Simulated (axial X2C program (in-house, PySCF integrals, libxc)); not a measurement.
**Potential curves of LiFe⁺, with spin–orbit coupling**

Calculated with an in-house relativistic program for diatomic molecules. Two-component (2c) means X2C with spin–orbit coupling and atomic mean-field two-electron Coulomb and Gaunt terms. Basis: Fe dyall-cv3z [9s10p6d3f2g], Li dyall-cv3z [7s8p2d] (cores contracted in-house); Gaussian nuclei, density fitting, unrestricted open shells. Masses: Fe 55.935 u, Li 7.016 u.

State: Ω = 2 (⟨Sz⟩ = 2.00, ⟨Lz⟩ = 0.00 at M06). Energies in kJ/mol from the lowest point of each curve. Fits are polynomials in 1 − R0/R over 0.85 to 1.23 times the lowest point R0.

```csv
R (Å),M06,PBE0,HF,CCSD(T)
2.4404,17.13,13.94,26.34,
2.5526,8.44,5.86,14.80,6.63
2.6367,4.27,2.33,8.83,2.78
2.7208,1.69,0.50,4.69,0.69
2.8050,0.34,0.00,2.01,0.00
2.9032,0.00,0.74,0.37,0.59
3.0014,0.70,2.54,0.00,2.31
3.1276,2.69,5.96,0.96,5.70
3.2818,6.25,11.23,3.73,
3.5063,12.65,19.91,9.82,
```

Correlated methods: 8 electrons correlated (number of frozen shells: Fe 3 s, 2 p; Li 1 s), 226 virtual spin orbitals or spinors in MP2, 90 natural virtuals in coupled cluster.

The state is one determinant whose occupation by symmetry is held fixed; it was picked as the lowest of a PBE0 search that is not exhaustive. Density functionals use the spin component along the axis (collinear). Coupled cluster ran in a truncated set of natural virtual spinors; the MP2 energy of the rest was added. (T) has no such correction and the atoms are truncated less, which lowers De at CCSD(T) by a hundredth of an eV or more. Other states lie close and PBE0, whose exact exchange favours high spin, may order them wrongly; the determinant shown need not be the ground state. The nearest other 2c determinant of the search, Ω = 3, lies 0.01 eV up at the distance of the search. With several unpaired electrons one determinant need not be a pure state. Open-shell Ω = 0 determinants with evenly filled partner blocks cannot be reached by this program, so the Ω shown need not be the lowest component. The determinant is spin-polarised beyond a pure state at some levels (its spin-free form has ⟨S²⟩ too high), which makes Re and μ there less reliable. The T1 diagnostic is large, a sign of multireference character. Coupled cluster ran on the points near the minimum only. MP2 and coupled cluster on one determinant become unreliable at the stretched end.

(1) Fit the M06 curve near its minimum: give the equilibrium distance and the harmonic wavenumber.

(2) What are Re and ωe at the PBE0 level?

(3) What are Re and ωe at the HF level?

(4) What are Re and ωe at the CCSD(T) level?

## Answers

(1) At M06, 2c: Re = 2.882 Å, ωe ≈ 226 cm⁻¹; Be follows as 0.326 cm⁻¹.

(2) At PBE0, 2c: Re = 2.799 Å, ωe ≈ 261 cm⁻¹; Be follows as 0.345 cm⁻¹.

(3) At HF, 2c: Re = 2.985 Å, ωe ≈ 220 cm⁻¹; Be follows as 0.304 cm⁻¹.

(4) At CCSD(T), 2c: Re = 2.812 Å, ωe ≈ 264 cm⁻¹; Be follows as 0.342 cm⁻¹.
